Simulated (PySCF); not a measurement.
Numbering as in the mapped SMILES `[NH2:1][SiH:2]([PH2:3])[PH2:4]` (H(Xn): hydrogen on atom n).

No relativistic terms, isolated molecule, rapidly exchanging positions averaged, a single conformation. HF/pcSseg-2 with gauge-including orbitals; PBE0-D3(BJ)/def2-SVP geometry; PySCF 2.14.0 with density-fitted response routines.

References, each an isolated molecule treated in the same way: TMS for 1H, 29Si; 15N vs NH3; 31P against H3PO4.

```json
{"atoms": "H(Si2)", "nucleus": "1H", "count": "1", "δ (ppm)": "4.93"}
{"atoms": "Si2", "nucleus": "29Si", "count": "1", "δ (ppm)": "-11.2"}
{"atoms": "P3/P4", "nucleus": "31P", "count": "2", "δ (ppm)": "?"}
{"atoms": "H(N1)", "nucleus": "1H", "count": "2", "δ (ppm)": "0.69"}
{"atoms": "H(P3)/H(P4)", "nucleus": "1H", "count": "4", "δ (ppm)": "1.73"}
{"atoms": "N1", "nucleus": "15N", "count": "1", "δ (ppm)": "?"}
```

Question: Fill in the missing shifts.

Answer: 
- N1: 13.2 ppm, nitrogen bonded to Si, 2 H
- P3/P4: -237.3 ppm, phosphorus bonded to Si, 2 H

OH/NH shifts are gas-phase values; hydrogen bonding in solution moves them, usually downfield. Experimental scales use liquid or dissolved standards, which lie at an offset from isolated NH3 (liquid NH3: subtract about 20 ppm) and H3PO4.
